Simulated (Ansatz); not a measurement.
Cartesian coordinates in Å:
```
F 0.491 -2.333 -0.324
Sn -0.191 -0.711 0.469
As 0.028 1.051 -1.419
H -1.812 -1.076 0.857
H 0.793 -0.494 1.847
H 1.385 1.493 -0.888
H -0.694 2.070 -0.542
```

The species carries charge 0 and has multiplicity 1. Sn takes the def2 core potential.

List the PBE/def2-TZVPP orbital energies in eV (Ansatz). (Estimate.)

The calculation gave: Occupied: -11541.25, -1447.94, -1295.06, -1295.06, -1295.03, -658.45, -183.47, -133.70, -131.86, -131.85, -131.76, -89.68, -89.62, -89.58, -41.34, -41.34, -41.29, -41.26, -41.23, -28.13, -26.08, -26.08, -26.01, -26.00, -25.47, -16.05, -12.71, -9.61, -9.28, -8.99, -8.80, -7.95, -7.67, -6.76. Lowest empty: -1.71, -1.48, -0.81, -0.46, 0.26, 0.81, 1.78, 1.93.
